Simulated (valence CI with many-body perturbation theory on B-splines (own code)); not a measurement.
Values are calculated unless marked as measured or tabulated.
## Level structure of Re25+

Level of theory: configuration interaction combined with many-body perturbation theory (CI+MBPT): four valence electrons over a frozen Dirac-Fock core [Kr] 4d10, a basis of 8 s, 8 p, 9 d, 9 f, 6 g, 3 h, 2 i functions for each j, with the one-electron correlation potential Σ1 (screened to all orders), the two-electron term Σ2, the three-electron term Σ3, Breit, model QED; selected single and double excitations, second order for the rest, scaled by the run's own slope (own B-spline code, finite nucleus).

No measured levels were compared; by estimate terms of the open shell hold to a few per cent of their energy, and close levels can change places. Core correlation moves these levels by up to 4300 cm⁻¹, and in measured spectra 5 to 20 % of such shifts remained as error; rates that hang on mixing are uncertain with them. Only levels of the ground parity were solved; by the run's estimate the other parity begins above the list, which can be wrong where configurations are misplaced.

Levels 1 to 45 of 65, with energies above the lowest level, (4f5/2^4) J=4. "Leading %" is the weight of the configuration and term that name the level; weights of strongly mixed levels are sums over their largest components and can fall short. In the jj column 3d3/2^4 stands for four electrons in 3d with j = 3/2.

```csv
No.,Configuration,Term,J,E (eV),Leading %,Second component,g,Leading jj
1,4f4,5I,4,0.000,80,18 % 4f4 3H,0.644,4f5/2^4 (61 %)
2,4f4,5I,5,1.981,90,9 % 4f4 3H,0.910,4f5/2^3 4f7/2 (79 %)
3,4f4,5I,6,3.618,87,8 % 4f4 3K,1.052,4f5/2^2 4f7/2^2 (57 %)
4,4f4,5F,2,4.435,35,20 % 4f4 3F,0.947,4f5/2^4 (80 %)
5,4f4,5I,7,4.891,70,22 % 4f4 3K,1.124,4f5/2^2 4f7/2^2 (44 %)
6,4f4,5F,1,5.333,79,19 % 4f4 3D,0.119,4f5/2^3 4f7/2 (89 %)
7,4f4,3G,4,5.581,28,17 % 4f4 3H,1.022,4f5/2^3 4f7/2 (57 %)
8,4f4,5I,8,5.922,51,32 % 4f4 3K,1.161,4f5/2^3 4f7/2 (44 %)
9,4f4,5F,3,6.232,65,17 % 4f4 3G,1.143,4f5/2^3 4f7/2 (83 %)
10,4f4,5G,2,6.671,57,22 % 4f4 5F,0.576,4f5/2^3 4f7/2 (78 %)
11,4f4,5S,2,6.823,58,24 % 4f4 3P,1.684,4f5/2^3 4f7/2 (66 %)
12,4f4,5G,3,7.040,56,22 % 4f4 3G,0.932,4f5/2^3 4f7/2 (93 %)
13,4f4,3K,6,7.430,83,10 % 4f4 5I,0.887,4f5/2^2 4f7/2^2 (56 %)
14,4f4,5F,5,7.901,31,30 % 4f4 3G,1.210,4f5/2^3 4f7/2 (51 %)
15,4f4,3L,7,7.979,52,23 % 4f4 5I,0.978,4f5/2^3 4f7/2 (49 %)
16,4f4,5F,4,8.244,68,12 % 4f4 3H,1.226,4f5/2^2 4f7/2^2 (72 %)
17,4f4,3M,8,8.635,39,29 % 4f4 5I,1.030,4f5/2^3 4f7/2 (51 %)
18,4f4,5G,4,9.582,65,24 % 4f4 3H,1.042,4f5/2^2 4f7/2^2 (80 %)
19,4f4,5F,2,9.814,27,26 % 4f4 3D,1.158,4f5/2^2 4f7/2^2 (76 %)
20,4f4,3G,3,9.914,55,26 % 4f4 5G,0.877,4f5/2^2 4f7/2^2 (87 %)
21,4f4,5F,5,9.949,50,20 % 4f4 3H,1.259,4f5/2^2 4f7/2^2 (52 %)
22,4f4,3P,1,10.583,58,26 % 4f4 3D,1.032,4f5/2^2 4f7/2^2 (87 %)
23,4f4,5D,0,10.683,57,42 % 4f4 3P,,4f5/2^4 (66 %)
24,4f4,1D,2,10.789,36,36 % 4f4 3F,1.049,4f5/2^2 4f7/2^2 (64 %)
25,4f4,3I,5,11.164,48,30 % 4f4 5G,1.012,4f5/2^2 4f7/2^2 (68 %)
26,4f4,3L,8,11.184,63,28 % 4f4 1L,1.002,4f5/2^2 4f7/2^2 (91 %)
27,4f4,3H,5,11.278,44,24 % 4f4 5G,1.063,4f5/2^2 4f7/2^2 (34 %)
28,4f4,3M,9,11.322,60,40 % 4f4 3L,1.048,4f5/2^2 4f7/2^2 (97 %)
29,4f4,5G,6,11.354,56,32 % 4f4 3H,1.239,4f5/2^2 4f7/2^2 (57 %)
30,4f4,3F,4,11.358,52,15 % 4f4 5D,1.200,4f5/2^2 4f7/2^2 (74 %)
31,4f4,3D,3,11.429,47,26 % 4f4 3F,1.256,4f5/2^2 4f7/2^2 (80 %)
32,4f4,3P,0,11.594,84,16 % 4f4 5D,,4f5/2^2 4f7/2^2 (93 %)
33,4f4,3K,7,11.628,52,39 % 4f4 3L,0.974,4f5/2 4f7/2^3 (66 %)
34,4f4,5D,1,12.001,83,17 % 4f4 3P,1.497,4f5/2^3 4f7/2 (81 %)
35,4f4,3M,8,12.159,37,35 % 4f4 3K,1.040,4f5/2^2 4f7/2^2 (45 %)
36,4f4,3F,2,12.203,52,20 % 4f4 5G,0.717,4f5/2^2 4f7/2^2 (89 %)
37,4f4,3I,6,12.292,45,36 % 4f4 3H,1.113,4f5/2^2 4f7/2^2 (66 %)
38,4f4,3G,4,12.677,25,22 % 4f4 3H,1.068,4f5/2^3 4f7/2 (53 %)
39,4f4,3I,7,13.110,66,23 % 4f4 1K,1.092,4f5/2^2 4f7/2^2 (75 %)
40,4f4,5D,2,13.137,80,11 % 4f4 3P,1.460,4f5/2^2 4f7/2^2 (58 %)
41,4f4,3G,4,13.271,48,23 % 4f4 3F,1.097,4f5/2 4f7/2^3 (43 %)
42,4f4,3H,6,13.298,48,18 % 4f4 3I,1.115,4f5/2^2 4f7/2^2 (48 %)
43,4f4,3M,10,13.573,86,14 % 4f4 1N,1.083,4f5/2^2 4f7/2^2 (66 %)
44,4f4,5D,3,13.932,39,26 % 4f4 3D,1.295,4f5/2^2 4f7/2^2 (44 %)
45,4f4,3D,1,14.352,55,37 % 4f4 3P,0.839,4f5/2 4f7/2^3 (95 %)
```

Where two levels of one J and parity lie close, their mixing, g and order are uncertain.

The ionisation energy to 4f3 4I°_9/2 of the next ion comes out as 787.62 eV (NIST: 810 ± 40 eV (theoretical)). All 65 levels together are meant to be complete up to 17.697 eV.
